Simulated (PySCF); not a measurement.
SCF from a fresh guess for quartet OsNI₂, at the B3LYP minimum. PySCF input:

```python
from pyscf import gto, scf, dft
mol = gto.M(atom='''
Os    -0.423570     0.000000     0.000000
N     -2.116910    -0.000000     0.000000
I      0.437150    -2.467080     0.000000
I      0.437150     2.467080     0.000000''',
    basis={'Os': 'def2-SVP', 'N': 'def2-SVP', 'I': 'def2-SVP'},
    ecp={'Os': 'def2-SVP', 'I': 'def2-SVP'},
    charge=0, spin=3)
mf = dft.UKS(mol, xc='B3LYP')
mf.grids.atom_grid = (50, 194)
aux = {'Os': 'def2-universal-JKFIT', 'N': 'def2-universal-JKFIT', 'I': 'def2-universal-JKFIT'}
mf = mf.density_fit(auxbasis=aux)
mf.conv_tol = 1e-08
mf.diis_space = 10
mf.max_cycle = 60
mf.init_guess = 'huckel'
mf.verbose = 4
mf.kernel()
```

Excerpt of the output (cycles alone):

```
init E= -739.71019796123
cycle= 1 E= -733.44265975983  delta_E= 6.27  |g|= 3.24  |ddm|= 5.46
cycle= 2 E= -659.407223860926  delta_E=   74  |g|= 7.07  |ddm|= 15.8
cycle= 3 E= -736.664834324486  delta_E= -77.3  |g|= 2.56  |ddm|= 14.5
cycle= 4 E= -734.734214511598  delta_E= 1.93  |g|= 2.73  |ddm|= 5.08
cycle= 5 E= -740.725292236781  delta_E= -5.99  |g|= 0.768  |ddm|= 3.99
cycle= 6 E= -740.949960330975  delta_E= -0.225  |g|= 0.361  |ddm|= 0.565
cycle= 7 E= -741.000078065451  delta_E= -0.0501  |g|= 0.13  |ddm|= 0.253
cycle= 8 E= -740.997075774353  delta_E= 0.003  |g|= 0.17  |ddm|= 0.194
cycle= 9 E= -741.009128433932  delta_E= -0.0121  |g|= 0.0379  |ddm|= 0.111
cycle= 10 E= -741.01001048894  delta_E= -0.000882  |g|= 0.0118  |ddm|= 0.0452
cycle= 11 E= -741.010082461616  delta_E= -7.2e-05  |g|= 0.00474  |ddm|= 0.0143
cycle= 12 E= -741.01009346529  delta_E= -1.1e-05  |g|= 0.00184  |ddm|= 0.00504
cycle= 13 E= -741.010095986639  delta_E= -2.52e-06  |g|= 0.000354  |ddm|= 0.00379
cycle= 14 E= -741.01009622121  delta_E= -2.35e-07  |g|= 0.000149  |ddm|= 0.00107
cycle= 15 E= -741.010096281069  delta_E= -5.99e-08  |g|= 6.72e-05  |ddm|= 0.000542
cycle= 16 E= -741.01009630361  delta_E= -2.25e-08  |g|= 2.83e-05  |ddm|= 0.000496
cycle= 17 E= -741.010096305351  delta_E= -1.74e-09  |g|= 1.02e-05  |ddm|= 0.000122
Extra cycle  E= -741.010096305224  delta_E= 1.27e-10  |g|= 2.28e-05  |ddm|= 4.29e-05
converged SCF energy = -741.010096305224  <S^2> = 3.7628259  2S+1 = 4.0064078
```

No lower solution of this spin was found from smeared starts or by a stability analysis within the unrestricted form.

With open d or f shells other occupations or spin states may lie lower. Spin–orbit coupling, left out here, can matter for elements this heavy.

The search for the lowest solution, 3 starts and the stability check together, took 38 s on 4 threads of a shared Arm Neoverse N1 host, with 98 basis functions; the process peaked at 0.48 GiB. Launch command: `OMP_NUM_THREADS=4 python axn.py task.json out`.
